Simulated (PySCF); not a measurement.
# Reading the logs of faulty runs: BC2H5N

Calculated results; nothing here was measured. They come from PySCF 2.14.0, an open-source quantum chemistry program, on an isolated molecule that a program drew, which may never have been made. The molecule is BC2H5N (charge 0, doublet), drawn as the SMILES string `C=B[CH]N`.

Each row is a Hartree-Fock (HF) and frozen-core CCSD(T) single point in the cc-pVDZ basis, meant for a local HF minimum. Run 1 is clean. Each other run has one planted mistake out of seven kinds, and not every kind appears here: one electron removed, one electron added, multiplicity raised by two, geometry at a saddle point, minimal basis STO-3G, one bond length entered in bohr, all coordinates scaled. The reference is restricted for singlets and unrestricted otherwise, and also for a bond in bohr. Adding or removing an electron swaps singlet and doublet. Electrons count all cores. HOMO and LUMO are orbital energies over both spins, the gradient is its largest component, and the lowest frequency (negative if imaginary) is given only where the gradient is small. Bond lengths are over the 8 bonds as drawn. T1 is the CCSD diagnostic: over 0.02 (restricted) or 0.045 (unrestricted) a single reference is doubtful.

Geometry of the clean run:
```xyz
9
BC2H5N, angstrom
C     0.8259   -2.4237   -2.4420
B     1.0563   -2.1277   -1.1012
C     1.2866   -1.8101    0.3364
N     0.7219   -0.7517    0.9849
H     1.4219   -1.9928   -3.2398
H     0.0437   -3.1061   -2.7583
H     1.9714   -2.3909    0.9430
H    -0.0449   -0.2800    0.5514
H     0.7218   -0.7369    1.9834
```

| run | electrons | basis functions | <S^2> | HOMO (eV) | LUMO (eV) | gradient (hartree/bohr) | lowest frequency (cm^-1) | mean bond (Å) | longest bond (Å) | T1 | HF (hartree) | CCSD(T) (hartree) | mistake |
|---|---|---|---|---|---|---|---|---|---|---|---|---|---|
| 1 | 29 | 81 | 0.766 | -8.01 | 2.09 | 4.0e-05 | 196 | 1.1872 | 1.490 | 0.0193 | -157.71255 | -158.27208 | no fault |
| 2 | 29 | 81 | 0.915 | -7.69 | 1.86 | 6.2e-02 | - | 1.2798 | 1.606 | 0.0388 | -157.66360 | -158.24159 | all coordinates scaled |
| 3 | 30 | 81 | 0.000 | -0.22 | 9.38 | 8.8e-02 | - | 1.1872 | 1.490 | 0.0142 | -157.67357 | -158.26806 | one electron added |
| 4 | 29 | 25 | 0.932 | -5.92 | 5.87 | 3.7e-02 | - | 1.1872 | 1.490 | 0.0411 | -155.69676 | -155.94231 | minimal basis STO-3G |
| 5 | 29 | 81 | 1.238 | -8.63 | 1.09 | 7.0e-02 | - | 1.2984 | 1.888 | 0.0569 | -157.59375 | -158.15264 | ? |
| 6 | 29 | 81 | 3.774 | -4.06 | 2.17 | 1.7e-01 | - | 1.1872 | 1.490 | 0.0226 | -157.58725 | -158.11827 | ? |

**Which mistake was planted in run 5, and what did it cost?**

The mean bond changes by a factor of 1.094 and the longest by 1.267, so the molecule wasn't scaled as a whole. A length L in bohr read as angstrom grows by (1/0.5292 - 1) L = 0.890 L. The 8 bonds together grew by 8 x 0.1112 = 0.890 Å, which gives L = 1.000 Å. That is the length of one of the H-N bonds, 0.999 Å in the clean geometry. So the mistake is: one bond length entered in bohr. Subtracting run 1 and multiplying by 627.51 kcal/mol a hartree, the energy moved by 74.5 kcal/mol in HF and 74.9 kcal/mol in CCSD(T).

**Which mistake was planted in run 6, and what did it cost?**

Electrons, basis and geometry are unchanged, and <S^2> is 3.774, beside S(S+1) = 3.75 for a multiplicity of 4. So the mistake is: multiplicity raised by two. Subtracting run 1 and multiplying by 627.51 kcal/mol a hartree, the energy moved by 78.6 kcal/mol in HF and 96.5 kcal/mol in CCSD(T).

Cautions from the logs. Run 3: the added electron raises the CCSD(T) energy, so it isn't bound in this basis; run 5: T1 is over the limit, so its CCSD(T) energy is less reliable.
